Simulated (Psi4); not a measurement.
**NbOF3 (SMILES [O]=[Nb]([F])([F])[F]): the HOMO–LUMO gap, rung by rung**

NbOF3 has 5 atoms, charge 0, and is taken as a singlet. SMILES: `[O]=[Nb]([F])([F])[F]`. The shape was relaxed beforehand at PBE0/def2-TZVP.

Quantity: the HOMO–LUMO gap, in eV. The values are calculated.

```csv
level,kind,program,value (eV),CPU time
"PBE-D4/def2-TZVPP (density fitting, core potential)",GGA,Psi4,5.90,34 s
"r2SCAN-D4/def2-TZVPP (density fitting, core potential)",meta-GGA,Psi4,6.38,51 s
"B3LYP-D4/def2-TZVPP (density fitting, core potential)",global hybrid,Psi4,7.87,30 s
"PBE0-D4/def2-TZVPP (density fitting, core potential)",global hybrid,Psi4,8.43,28 s
"wB97M-V/def2-TZVPP (density fitting, core potential)",range-separated hybrid,Psi4,13.14,63 s
```

The values span 5.90 to 13.14 eV. Orbital gaps aren't excitation energies; they tend to grow with the share of exact exchange. CPU times are rough (shared hosts, several kinds of processor and program).
